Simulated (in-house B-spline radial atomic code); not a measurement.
Orbital energies and mean radii along the 8-electron series, configuration [He] 2s2 2p4. The effective charge is n√(-2ε), a non-relativistic measure. Computed with a radial B-spline atomic code at the basis-set limit: Dirac-Hartree-Fock, average of the configuration, finite nuclei.

```
  ion   Z  energy of 2p3/2 (Eh)  mean radius of 2p3/2 (bohr)  energy of 2p1/2 (Eh)  mean radius of 2p1/2 (bohr)  energy of 2s1/2 (Eh)  mean radius of 2s1/2 (bohr)  effective charge of 2p3/2
Zr32+  40               -151.63                      0.13637               -155.09                      0.13248                -160.9                      0.15611                     34.829
Nb33+  41               -160.52                      0.13267               -164.37                      0.12869               -170.37                      0.15179                     35.836
Mo34+  42                     ?                            ?                     ?                            ?                     ?                            ?                          ?
Tc35+  43               -179.07                      0.12584               -183.81                      0.12167               -190.18                      0.14376                     37.849
Ru36+  44               -188.73                      0.12268               -193.97                      0.11841               -200.54                      0.14003                     38.857
Rh37+  45                     ?                            ?                     ?                            ?                     ?                            ?                          ?
Pd38+  46               -208.82                      0.11679               -215.19                      0.11233               -222.13                      0.13307                     40.872
Ag39+  47               -219.25                      0.11405               -226.24                       0.1095               -233.39                      0.12982                      41.88
Cd40+  48               -229.93                      0.11143               -237.61                      0.10678               -244.95                       0.1267                     42.889
In41+  49               -240.88                      0.10893               -249.28                      0.10418               -256.82                      0.12371                     43.898
Sn42+  50                     ?                            ?                     ?                            ?                     ?                            ?                          ?
Sb43+  51               -263.54                      0.10424               -273.56                     0.099286               -281.51                      0.11809                     45.917
Te44+  52               -275.26                      0.10203               -286.17                     0.096984               -294.34                      0.11545                     46.927
```

Problem. Fill in the row of Mo34+.

Solution. energy of 2p3/2 (Eh): -169.67; mean radius of 2p3/2 (bohr): 0.12917; energy of 2p1/2 (Eh): -173.95; mean radius of 2p1/2 (bohr): 0.12509; energy of 2s1/2 (Eh): -180.13; mean radius of 2s1/2 (bohr): 0.14768; effective charge of 2p3/2: 36.842.

Problem. Fill in the row of Rh37+.

Solution. energy of 2p3/2 (Eh): -198.65; mean radius of 2p3/2 (bohr): 0.11966; energy of 2p1/2 (Eh): -204.43; mean radius of 2p1/2 (bohr): 0.1153; energy of 2s1/2 (Eh): -211.18; mean radius of 2s1/2 (bohr): 0.13647; effective charge of 2p3/2: 39.864.

Problem. Fill in the row of Sn42+.

Solution. energy of 2p3/2 (Eh): -252.08; mean radius of 2p3/2 (bohr): 0.10653; energy of 2p1/2 (Eh): -261.26; mean radius of 2p1/2 (bohr): 0.10168; energy of 2s1/2 (Eh): -269.01; mean radius of 2s1/2 (bohr): 0.12085; effective charge of 2p3/2: 44.907.

Problem. How does the screening of 2p3/2 change?

Solution. Z less the effective charge goes from 5.17 at Z = 40 to 5.07 at Z = 52.
